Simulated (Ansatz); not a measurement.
C$_{4}$H$_{9}$, charge -1, singlet, at a GFN2-xTB geometry (a gas-phase anion, which may not be bound at this level); MP2/6-31G** (Ansatz, an electronic-structure program).

The Ansatz input:
Ansatz 0.2 input:
```yaml
crystal:
  periodic: [false, false, false]
  atoms:
    - {symbol: C, position_ang: [0.00360706, 0.07275878, 0.35852744]}
    - {symbol: H, position_ang: [0.01413019, -0.02455558, 1.49184561]}
    - {symbol: C, position_ang: [0.00197210, 1.48905250, -0.21294948]}
    - {symbol: H, position_ang: [-0.87836911, 2.02265113, 0.26479170]}
    - {symbol: H, position_ang: [0.89409793, 2.01789160, 0.24792523]}
    - {symbol: C, position_ang: [1.24251803, -0.68650164, -0.13018073]}
    - {symbol: H, position_ang: [1.27251834, -0.67330054, -1.21910898]}
    - {symbol: H, position_ang: [2.14853428, -0.20354655, 0.23586489]}
    - {symbol: H, position_ang: [1.24765967, -1.73021109, 0.20964392]}
    - {symbol: C, position_ang: [-1.24843893, -0.67981278, -0.10647724]}
    - {symbol: H, position_ang: [-1.29908454, -0.66639513, -1.19463808]}
    - {symbol: H, position_ang: [-1.25271749, -1.72349693, 0.23343705]}
    - {symbol: H, position_ang: [-2.14471882, -0.19201806, 0.27671870]}
basis:
  gaussian:
    orbitals: 6-31G__.json
total_charge: -1
magnetization: {spin_polarized: false}
correlation: {method: mp2, electrons: outside_noble_gas}
accuracy: high
```
The basis file holds 6-31G** in the JSON format of the Basis Set Exchange.

Problem. Predict the main parts of the log of this Ansatz run.

Solution. 
```
Functional definition: HF
2596 factors; integrals over basis functions are off by at most 3.8e-9 eV
mean field evaluation 1: about -4258.6615 eV, gradient 2.8e1 eV
mean field evaluation 2: about -4258.7155 eV, gradient 2.8e1 eV
mean field evaluation 4: about -4261.1302 eV, gradient 3.4e0 eV
mean field evaluation 8: about -4261.1683 eV, gradient 1.5e-1 eV
mean field -4261.16849570 eV, -156.5950538933 hartree, gradient 9.8e-8 eV, S^2 0.000000; 0 other end points of the search recorded, 0 dependent functions left out
4 core orbitals not correlated
reference -4261.16849570 eV, -156.5950538933 hartree; 13, 13 occupied and 88, 88 virtual orbitals, 2596 factors
second order -16.26107657 eV of doubles, -0.00000000 eV of singles
Total energy: -4277.42957227 eV, -157.1926374350 hartree
```
